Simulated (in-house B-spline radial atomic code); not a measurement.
LDA exchange-only excitations of neutral barium

Method: LDA exchange-only. Computed with a B-spline radial code for spherical atoms: linear response of the closed shell [Xe] 6s2 with the functional's adiabatic kernel; scalar-relativistic (spin-free one-electron X2C), finite nucleus, no spin-orbit coupling, no double excitations, S, P, D and F terms only; shells from n = 4 respond.

Spin-orbit coupling is strong here, so these LS terms don't match observed levels.

Command:
```bash
python run_td.py task.json out
```
Settings (radii: box in bohr, nucleus in fm):
```
Z                        56
electrons                56
configuration            [Xe] 6s2
hamiltonian              x2c
method                   lda,
box_radius               75
rms_radius               4.8378
intervals                76
```

Run time, properties included: 1.8 s on 1 thread of Arm Neoverse N1, on a shared host.

The lowest states, in the order of their Tamm-Dancoff energies; the method's threshold (minus the highest occupied level) is 2.579 eV. Labels give the largest channel, * marks a mixed state, and oscillator strengths are full-response dipole values. Measured ¹D terms are left out, since they can mix with doubly excited terms. Semilocal kernels can invert the small singlet-triplet splittings of Rydberg terms. Energies in eV:

| state | full response | Tamm-Dancoff | oscillator strength | measured (J-weighted term) |
| --- | --- | --- | --- | --- |
| 6s → 5d 3D | 0.475 | 0.784 | - | 1.160 |
| 6s → 6p 3P | ? | ? | - | ? |
| 6s → 5d 1D | 1.576 | 1.607 | - | - |
| 6s → 6p 1P | ? | ? | ? | ? |
| 6s → 7s 3S | 2.470 | 2.480 | - | - |

(1) Where does 6s → 6p 1P lie?

(2) Where does 6s → 6p 3P lie?

(3) How large is the singlet-triplet splitting of 6s → 5d (D terms) in Tamm-Dancoff?

(4) What polarisabilities and dispersion coefficient does the method give?

Results:

(1) At 2.342 eV in full response, 2.438 eV in Tamm-Dancoff, oscillator strength 1.6; measured 2.239 eV.

(2) At 1.008 eV in full response, 1.233 eV in Tamm-Dancoff; measured 1.622 eV.

(3) 0.823 eV, from the unrounded values.

(4) Dipole 265 bohr³, quadrupole 9602 bohr⁵, C6 5121 hartree·bohr⁶ for two such species. Recommended dipole value: 272 ± 10 bohr³ (Schwerdtfeger and Nagle, table of static dipole polarizabilities (2023 update)), which includes relativity and correlation.
